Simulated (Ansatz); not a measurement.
Consider the homolysis of the Si–Si bond: `BN([SiH2][SiH3])[SiH2]Cl` → `[SiH3]`• + `BN([SiH2])[SiH2]Cl`•.

Computed with Ansatz on PBE0-D4/def2-TZVP structures; ΔE is electronic, products minus reactants. CCSD(T)/CBS is the MP2 limit (def2-TZVPP, def2-QZVPP) plus CCSD(T) − MP2 in def2-TZVPP, frozen cores. This one scheme is used for every species. DFT in def2-TZVPP. B3LYP here is the variant with VWN-RPA as its local correlation; programs differ in this. No spin–orbit coupling; open shells (•) take unrestricted orbitals. Each species was taken in one conformer, which may not be the lowest.

| level | ΔE (eV) | difference from CCSD(T)/CBS |
| --- | --- | --- |
| PBE-D4 | 3.30 | -0.18 |
| r2SCAN-D4 | 3.18 | -0.30 |
| B3LYP-D4 | 3.28 | -0.20 |
| B2PLYP | 3.24 | -0.24 |
| PBE | 3.19 | -0.29 |
| r2SCAN | 3.15 | -0.33 |
| PBE0 | 3.23 | -0.25 |
| B3LYP | 3.12 | -0.36 |
| HF/def2-TZVPP | 2.43 | -1.05 |
| SCS-MP2/def2-TZVPP | 3.38 | -0.10 |
| CCSD/def2-TZVPP | 3.29 | -0.19 |
| CCSD(T)/def2-TZVPP | 3.36 | -0.12 |
| MP2/def2-QZVPP | 3.43 | -0.05 |
| SCS-MP2/def2-QZVPP | 3.46 | -0.02 |
| HF/CBS(def2) | 2.43 | -1.05 |
| CCSD/CBS(def2) | 3.41 | -0.07 |
| CCSD(T)/CBS | 3.48 | 0 |

Largest T1 diagnostic among the species: 0.015.

The D4 term adds +0.17 eV with B3LYP and +0.10 eV with PBE0; it sums over pairs of atoms, weighted by their polarisabilities, and B3LYP, whose exchange is more repulsive, gets the larger term. In def2-TZVPP, CCSD(T) changes the Hartree–Fock value by +0.92 eV (the triples alone add +0.07 eV) and MP2 by +0.93 eV; breaking electron pairs costs correlation energy, which Hartree–Fock lacks. From PBE to PBE0 (25 % exact exchange), in def2-TZVPP and without D4, ΔE moves by +0.04 eV.

CCSD(T)/CBS has its own doubt, a few kJ/mol and more with outer-core shells, so smaller differences from it don't rank the levels.
